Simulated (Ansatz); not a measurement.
Basis sets compared for the cluster Mg₃Cl₄⁺. Charge 1, multiplicity 2. Geometry PBE0-D4/def2-SVP. Ansatz on 4 threads of Arm Neoverse V1 on a shared host; times are rough, and most runs start from earlier orbitals.

```xyz
7

Mg   -1.4029   -1.1552    1.1851
Mg    1.2927    0.9121   -3.2989
Mg    1.0530    0.9494    0.3686
Cl   -0.3822   -0.4060   -0.9456
Cl    0.1439    0.2887    2.3850
Cl    2.3239    1.9592   -1.2660
Cl   -3.0285   -2.5482    1.5718
```

Another isomer (doublet) lies 0.33 eV lower at PBE0-D4/def2-TZVP; other spin states weren't run for this one.

| level | functions | energy (Eh) | HOMO (eV) | LUMO (eV) | wall time |
| --- | --- | --- | --- | --- | --- |
| PBE-D4/def2-SVP | 126 | -2439.2561 | -9.23 | -8.00 | 3.9 s |
| PBE0-D4/def2-SVP | 126 | -2439.4716 | -10.04 | -7.18 | 7 s |

Task: Estimate the rows for PBE-D4/def2-TZVP (with forces), PBE0-D4/def2-TZVP.

Result: 
| level | functions | energy (Eh) | HOMO (eV) | LUMO (eV) | wall time |
| --- | --- | --- | --- | --- | --- |
| PBE-D4/def2-TZVP (with forces) | 244 | -2440.0933 | -9.25 | -7.98 | 8 s |
| PBE0-D4/def2-TZVP | 244 | -2440.3022 | -10.06 | -7.15 | 21 s |
